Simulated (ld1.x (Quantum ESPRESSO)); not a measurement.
# Ce (Z = 58): variants of one PAW potential

Base potential:

ld1.x (Quantum ESPRESSO) 7.5 input, shortened:

```
&input
   title='Ce', zed=58., rel=0, dft='PZ', iswitch=3,
   config='[Xe] 4f1 5d1 5f-2 6s1.5 6p0.5'
 /
 &inputp
   pseudotype=3, lpaw=.true., tm=.true., lloc=-1, rcloc=1.95,
   nlcc=.true., new_core_ps=.true., rcore=1.80,
   which_augfun='BESSEL', rmatch_augfun=1.95
 /
8
5S  1  0   2.00   0.00  2.00  2.30  0.0
6S  2  0   1.50   0.00  2.00  2.30  0.0
5P  2  1   6.00   0.00  2.30  2.90  0.0
6P  3  1   0.50   0.00  2.30  2.90  0.0
5D  3  2   1.00   0.00  2.50  3.00  0.0
5D  3  2   0.00   2.60  2.50  3.00  0.0
5F  4  3  -2.00  -0.10  1.95  2.55  0.0
5F  4  3  -2.00   0.30  1.95  2.55  0.0
 &test
   configts(1)='5s2 5p6 5d1 6s1.5 6p0.5'
 /
```

Cutoffs, loose and tight: the cutoffs (Ry, on a coarse ladder) from which the occupation-weighted sum of valence levels, in a spherical-Bessel basis at the reference potential, stays within 10 and 1 mRy of its value at 400 Ry. They do not see the model core or the augmentation charge, which bear on the density cutoff. Test errors are all-electron minus pseudo excitation energies from the reference, over the configurations 5s2 5p6 5d1 6s2 6p0; 5s2 5p6 5d1 6s1 6p0; 5s2 5p6 5d1 6s0 6p0; 5s2 5p6 5d2 6s0 6p0; 5s2 5p5 5d1 6s2 6p0; 5s1 5p6 5d1 6s2 6p0; 5s2 5p6 5d1 6s1.5 6p0 (two spin-polarised tests are not counted in the largest error). A dash means not determined; rows that change the core or the reference have their own tests.

A true bound ghost makes a file unfit for plane-wave use even where its test errors are small: the radial tests pick states by their node count and pass the ghost by.

Cutoffs are not given where the Bessel-basis levels miss the radial ones by over 6 mRy, ghosts where they miss by over 20 mRy; a channel whose overlap is not positive is not tested.

A file whose overlap is not positive is unfit for use, and its test errors describe a broken file.

| change | outcome | bound ghosts | largest test error (meV) |
| --- | --- | --- | --- |
| base | generated, overlap not positive | f (p not tested, overlap not positive) | +42 |
| core correction a·sin(br)/r model core, default radius (ld1.x builds one for every PAW set, though the input has nlcc=.false.) | generated, overlap not positive | f (p not tested, overlap not positive) | +28 |
| core correction Bessel-smoothed model core inside 1.02 bohr | generated, overlap not positive | f (p not tested, overlap not positive) | +57 |
| core correction Bessel-smoothed model core inside 1.22 bohr | generated, overlap not positive | f (p not tested, overlap not positive) | +56 |
| core correction Bessel-smoothed model core inside 1.92 bohr | generated, overlap not positive | f (p not tested, overlap not positive) | +38 |
| core correction Bessel-smoothed model core inside 2.22 bohr | generated, overlap not positive | f (p not tested, overlap not positive) | +32 |
| core correction Bessel-smoothed model core inside 2.48 bohr | generated, overlap not positive | f (p not tested, overlap not positive) | +30 |
| core correction Bessel-smoothed model core inside 2.74 bohr | generated, overlap not positive | f (p not tested, overlap not positive) | +29 |

Task: What comes out with this change to the base: core correction Bessel-smoothed model core inside 1.62 bohr?

Result: outcome: generated, overlap not positive; bound ghosts: f (p not tested, overlap not positive); largest test error (meV): +48. A file whose overlap is not positive is unfit for use, and its test errors describe a broken file.
